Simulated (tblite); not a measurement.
C$_{4}$H$_{3}$O (SMILES [c]1ccoc1), doublet, geometry from GFN2-xTB; GFN1-xTB in tblite.

The tblite input:
```
$ tblite run mol.xyz --method gfn1 --charge 0 --spin 1 --guess eeq --json tblite.json --no-restart

# file mol.xyz
8

O      0.00320980     0.03712410     1.10077705
C     -0.00470459     1.13278412     0.30613156
C      0.00607725    -1.03890390     0.29073263
C     -0.00668530     0.73246643    -0.98335742
C      0.00019942    -0.67268721    -1.02298200
H     -0.00805670     2.09460371     0.77436666
H      0.01233026    -2.00397519     0.75783522
H      0.00072736    -1.30957797    -1.88156691
```

The log (banner, timings and long lists left out):

```
xTB calculator
 | screened Coulomb repulsion
 | Coulomb electrostatics
 |  * isotropic Klopman-Ohno-Mataga-Nishimoto electrostatics
 |  * onsite third-order electrostatics
 | DFT-D3(BJ) dispersion correction

halogen bonding energy    0.0000000000000E+00 Eh
repulsion energy          1.9222438979910E-01 Eh
dispersion energy        -2.2641523652507E-03 Eh
number of electrons       2.5000000000000E+01 e
integral cutoff           1.9731147476801E+01 bohr

------------------------------------------------------------
  cycle        total energy    energy error   density error
------------------------------------------------------------
      1     -14.61273415545  -1.4802694E+01   6.6883035E-01
      2     -14.63384994682  -2.1115791E-02   3.9791522E-01
      3     -14.63287062302   9.7932381E-04   6.1304402E-02
      4     -14.63484963332  -1.9790103E-03   1.1101957E-02
      5     -14.63502304538  -1.7341206E-04   2.4541999E-03
      6     -14.63502936705  -6.3216659E-06   1.9842828E-04
      7     -14.63502943317  -6.6127649E-08   5.2795738E-05
      8     -14.63502943466  -1.4878854E-09   9.9338974E-06
------------------------------------------------------------

electronic energy        -1.4824989672097E+01 Eh
total energy             -1.4635029434663E+01 Eh

Post processing:
 | Mayer-Wiberg bond orders

[Info] JSON dump of results written to 'tblite.json'
```
